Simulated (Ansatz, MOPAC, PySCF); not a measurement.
Noncovalent pair: C2H4 (SMILES C=C) (first 6 atoms) with H2 (SMILES [H][H]); geometry from B3LYP-D3(BJ)/def2-TZVP, rigid monomers moved along the line of their centres of mass till C2···H7 is 2.75 Å.
(charge 0, multiplicity 1):
```xyz
8

C      0.40943     0.55154    -0.32883
C     -0.13506    -0.61369    -0.01150
H      1.48203     0.70263    -0.31143
H     -0.19497     1.40265    -0.61853
H     -1.20768    -0.76484    -0.02835
H      0.46918    -1.46471     0.27883
H     -0.29656     0.10107     2.64347
H     -0.43316     0.06432     3.37471
```

Counterpoise-corrected where a basis set is named; no monomer relaxation. Rows marked so take none.

Cores are frozen in the correlated methods. CBS: X⁻³ extrapolation of the correlation energy, Hartree–Fock from the larger set. Rows in 6-31G* carry no dispersion term and start afresh at each structure (6-31G* with six Cartesian d functions). The state that AM1 reach isn't checked.

The values were computed with Ansatz (Gaussian orbitals); MOPAC for AM1 (differences of heats of formation); PySCF for 6-31G* rows, the dispersion terms. Values without a source in brackets are computed.

```
level                                  interaction energy (kcal/mol)
-------------------------------------  -----------------------------
AM1                                                            -0.10
HF/6-31G* (no counterpoise)                                     0.29
B3LYP/6-31G*                                                    0.30
B3LYP-D4/def2-TZVPPD                                           -0.13
MP2/aug-cc-pVDZ                                                  [?]
MP2/CBS(aug-cc-pVDZ, aug-cc-pVTZ)                              -0.18
SCS-MP2/aug-cc-pVTZ                                              [?]
CCSD(T)/aug-cc-pVTZ                                            -0.09
CCSD(T)/CBS(aug-cc-pVDZ, aug-cc-pVTZ)                          -0.15
```

Problem. Some entries are withheld; supply them.

Solution. 
- MP2/aug-cc-pVDZ, interaction energy (kcal/mol): 0.04
- SCS-MP2/aug-cc-pVTZ, interaction energy (kcal/mol): 0.09

Ansatz is a quantum-chemistry and plane-wave program.
